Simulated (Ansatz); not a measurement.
System: H2B (cation, charge +1), singlet: map of symmetric stretch and bend. Scanned: B-H bond length and H-B-H angle.

Cartesian coordinates as functions of the variables (Å; names that start with a are angles):
```
B  0  0  0
H  r*sin(a/2)  0  r*cos(a/2)
H  -r*sin(a/2)  0  r*cos(a/2)
```

Calculation: restricted PBE/cc-pVDZ (Ansatz, a program for electronic structure).

Energy in kJ/mol above the lowest grid point; x is the B-H bond length (Å), y the H-B-H angle (°).

```csv
y \ x,0.99,1.04,1.10,1.16,1.24,1.29,1.35,1.39,1.46,1.53,1.58
180,151.2,78.7,25.7,1.0,0.0,12.9,38.2,59.5,102.9,151.3,187.6
171.49,153.8,81.3,28.1,3.3,2.2,15.0,40.2,61.5,104.8,153.1,189.3
160.49,164.9,92.0,38.4,13.2,11.5,24.1,48.9,69.9,112.7,160.6,196.5
148.02,187.7,114.2,59.9,33.9,31.2,43.0,67.1,87.6,129.5,176.4,211.6
139.98,208.4,134.4,79.4,52.7,49.1,60.4,83.7,103.7,144.8,190.9,225.5
129.34,243.1,168.3,112.4,84.7,79.5,89.8,111.9,131.1,170.8,215.5,249.1
118.34,288.4,212.7,155.6,126.6,119.6,128.7,149.3,167.5,205.3,248.1,280.4
108.21,339.2,262.6,204.3,173.9,165.1,172.9,191.9,208.9,244.7,285.5,316.3
102.26,373.4,296.2,237.1,206.0,195.9,202.9,220.9,237.3,271.8,311.3,341.1
90.91,448.3,370.0,309.4,276.6,264.3,269.7,285.8,300.7,332.8,369.6,397.5
77.57,553.9,474.2,411.9,377.3,362.3,366.0,379.9,393.4,422.7,456.6,482.3
70,623.2,542.6,479.2,443.5,427.2,430.1,443.0,455.8,483.9,516.6,541.4
```

Points that lie below all their neighbours on the grid: x = 1.24, y = 180 on the edge of the grid (0.0 kJ/mol).
